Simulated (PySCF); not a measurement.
Si(OSiH3)(H)(NHSiH3)(Cl) (ClH8NOSi3), SMILES [SiH3]N[SiH](Cl)O[SiH3].

Geometry optimised at B3LYP-D3(BJ)/def2-SVP. Other conformers were not sampled.

These are PySCF with SMD-B3LYP/def2-SVP values and carry that method's errors.

Solvation free energies are E(SMD) − E(gas) at the gas-phase geometry, for 1 M in both phases. In vacuum the dipole moment is 1.10 D.

Task: Estimate the solvation free energies in water, tetrahydrofuran, cyclohexanone. (An estimate is asked for; the answer gives what the named calculation found.)

Result: 
| solvent | ΔG(solv) (kcal/mol) | its non-electrostatic (CDS) part | dipole (D) |
|---|---|---|---|
| water | 1.6 | 4.7 | 1.46 |
| tetrahydrofuran | -2.8 | -0.4 | 1.40 |
| cyclohexanone | -2.5 | 0.2 | 1.44 |
